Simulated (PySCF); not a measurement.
Compound: Si(vinyl)2Cl2, C4H6Cl2Si.
SMILES: `C=C[Si](Cl)(Cl)C=C`

The closed-shell ground state was solved at several levels (PySCF, density fitting, gas phase, non-relativistic). Isolated species at its PBE0-D3(BJ)/def2-SVP geometry (one conformer only).

| level | basis functions | HOMO (eV) | LUMO (eV) | gap (eV) | dipole (D) |
| --- | --- | --- | --- | --- | --- |
| PBE0/def2-SVPD | 206 | -8.24 | -1.37 | 6.87 | 2.41 |
| B3LYP/pcSseg-1 | 170 | -7.98 | -1.51 | 6.47 | 2.52 |

(1) What might PBE0/pcSseg-1 (170 basis functions) give for the same quantities?

(2) Over all these levels, which gives the widest orbital gap and which the narrowest?

(3) How far do the dipole and the HOMO energy spread over the levels?

Answers

(1) HOMO -8.25 eV, LUMO -1.35 eV, gap 6.90 eV, dipole 2.59 D.

(2) PBE0/pcSseg-1 (global hybrid, 25 % exact exchange) has the widest, 6.90 eV, and B3LYP/pcSseg-1 (global hybrid, 20 % exact exchange) the narrowest, 6.47 eV. The two share the basis. From the narrowest to the widest the HOMO moves by -0.27 eV and the LUMO by +0.16 eV.

(3) The dipole runs from 2.41 to 2.59 D (mean 2.51 D) and the HOMO from -8.25 to -7.98 eV.
